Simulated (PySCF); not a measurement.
C4H7Cl. Atoms are numbered in the order given.

```xyz
12

Cl     1.7814     0.0905     0.0000
C      0.0702    -0.4613     0.0000
C     -0.8729     0.0879    -1.0797
C     -1.9840     0.0773     0.0000
C     -0.8729     0.0879     1.0797
H      0.1013    -1.5614     0.0000
H     -1.0041    -0.5019    -1.9998
H     -0.5861     1.1174    -1.3447
H     -2.5447    -0.8708     0.0000
H     -2.7017     0.9115     0.0000
H     -1.0041    -0.5019     1.9998
H     -0.5861     1.1174     1.3447
```

Geometry: r2SCAN-D4/def2-SVP.

Computed with PySCF with CAM-B3LYP/def2-TZVP.

ESP charges are fitted to the potential on shells at 1.4 to 2.0 van der Waals radii. Atomic charges (e):

```json
[
 {"atom": "Cl1", "ESP fit": "-0.21", "Löwdin": "[?]"},
 {"atom": "C2", "ESP fit": "-0.01", "Löwdin": "-0.47"},
 {"atom": "C3", "ESP fit": "-0.17", "Löwdin": "-0.24"},
 {"atom": "C4", "ESP fit": "-0.12", "Löwdin": "-0.24"},
 {"atom": "C5", "ESP fit": "-0.17", "Löwdin": "-0.24"},
 {"atom": "H6", "ESP fit": "0.14", "Löwdin": "0.14"},
 {"atom": "H7", "ESP fit": "0.08", "Löwdin": "[?]"},
 {"atom": "H8", "ESP fit": "0.12", "Löwdin": "[?]"},
 {"atom": "H9", "ESP fit": "0.08", "Löwdin": "[?]"},
 {"atom": "H10", "ESP fit": "0.06", "Löwdin": "[?]"},
 {"atom": "H11", "ESP fit": "0.08", "Löwdin": "[?]"},
 {"atom": "H12", "ESP fit": "0.12", "Löwdin": "[?]"}
]
```

Question: Fill in the missing entries. (The exact figures need the calculation; the answer reports its results.)

Answer: 
- Cl1, Löwdin: 0.26
- H7, Löwdin: 0.13
- H8, Löwdin: 0.14
- H9, Löwdin: 0.13
- H10, Löwdin: 0.13
- H11, Löwdin: 0.13
- H12, Löwdin: 0.14

Question: Give the Mayer and Wiberg (Löwdin basis) orders of the bonds. (The exact figures need the calculation; the answer reports its results.)

Answer: 
```
bond    Mayer  Wiberg
------  -----  ------
Cl1–C2   1.09    1.58
C2–C3    0.99    1.18
C3–C4    0.96    1.16
C2–C5    0.99    1.18
C4–C5    0.96    1.16
C2–H6    0.97    0.84
C3–H7    0.97    0.88
C3–H8    0.96    0.85
C4–H9    0.97    0.87
C4–H10   0.97    0.88
C5–H11   0.97    0.88
C5–H12   0.96    0.85
```
